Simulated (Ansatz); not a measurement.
Several settings on one geometry of N-butyl-N-methylpyrrolidinium iodide, `CCCC[N+]1(C)CCCC1.[I-]` (that of the charge 0 singlet, PBE0-D4/def2-SVP). Ansatz on 4 threads of Arm Neoverse V1 on a shared host; times are rough.

```xyz
31

C     4.192    0.489    0.051
C     2.983   -0.430    0.096
C     1.660    0.327    0.027
C     0.504   -0.641    0.139
N    -0.865   -0.035    0.017
C    -1.057    1.044    1.029
C    -1.904   -1.107    0.227
C    -3.179   -0.536   -0.373
C    -2.708    0.482   -1.436
C    -1.182    0.464   -1.357
H     4.213    1.086   -0.876
H     5.131   -0.084    0.099
H     4.190    1.192    0.900
H     3.034   -1.157   -0.735
H     2.998   -1.026    1.025
H     1.617    0.912   -0.910
H     1.631    1.046    0.863
H     0.507   -1.136    1.132
H     0.558   -1.413   -0.645
H    -0.838    0.607    2.023
H    -2.095    1.391    0.991
H    -0.382    1.875    0.796
H    -1.549   -1.984   -0.333
H    -1.912   -1.366    1.303
H    -3.797   -0.051    0.396
H    -3.791   -1.340   -0.803
H    -3.036    0.217   -2.451
H    -3.104    1.487   -1.231
H    -0.701    1.436   -1.520
H    -0.749   -0.262   -2.060
I    -0.369   -1.484    3.617
```

Totals from different functionals, basis sets or treatments of relativity can't be compared as stabilities.

In the def2 sets I takes a core potential; there is no spin–orbit coupling. HSE06 is defined as in plane-wave codes, on full-range PBE exchange.

Scalar relativity in a set contracted without it gives distorted totals.

The spins typed aren't always the lowest for that charge.

**Question.** Give the basis size and estimate the energy, ⟨S²⟩ and time of these runs.

```
run                       method  charge    state                                                                                                                                                                                     further keys
  1             RKS HSE06/STO-3G       0  singlet  final_grid: {core_spheres: 8, valence_spheres: 7, degree: 23}; point_charges: [{charge: -1.00, position_ang: [7.962, 0.309, 0.249]}]; scf: {omitted_lower_state_checks: [starts]}; forces asked
  2           UKS ωB97/def2-TZVP       0  triplet                                                                                                                           pseudopotentials: {relativity: scalar}; scf: {lower_state_search: off}
  3  RKS BHLYP-D3(BJ)/def2-mTZVP       0  singlet                                                                                                                                                                                                –
```

**Answer.** 
```json
{"run": "1", "functions": "97", "energy (Eh)": "-7256.9020", "⟨S²⟩": "–", "wall time": "3.9 s"}
{"run": "2", "functions": "480", "energy (Eh)": "-707.5281", "⟨S²⟩": "2.01", "wall time": "84 s"}
{"run": "3", "functions": "286", "energy (Eh)": "-707.1951", "⟨S²⟩": "–", "wall time": "14 s"}
```
